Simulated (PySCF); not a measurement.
## C₆ coefficients of unlike pairs at BP86

Calculated with PySCF 2.14 from the dipole response of each species, C₆(A,B) = (3/π) ∫ α_A(iu) α_B(iu) du, in atomic units, from isotropic polarisabilities. For ions this is the dispersion term alone; charge-induced terms of lower order in 1/R come first.

```csv
species,configuration,basis,relativity,α (bohr³),C₆ (like pair)
V³⁺,[Ar] 3d2 (3F),aug-cc-pwCVTZ-DK (10s9p7d4f3g),spin-free X2C,2.290,5.886
Rb⁺,[Kr] (1S),def2-QZVPPD with the def2 core potential (28 electrons) (7s5p4d3f),core potential,8.856,52.77
Li,[He] 2s1 (2S),aug-cc-pVDZ (4s3p2d),none,148.7,1212
```

Q: Estimate C₆ for Li with V³⁺.

A: The integral gives 35.69. The combination rule 2 C_A C_B / (C_A α_B/α_A + C_B α_A/α_B) gives 35.58 and the geometric mean 84.44.

No spin-orbit coupling is included.

The other pairs:

| pair | C₆ |
| --- | --- |
| Li, Rb⁺ | 134.2 |
| Rb⁺, V³⁺ | 16.94 |
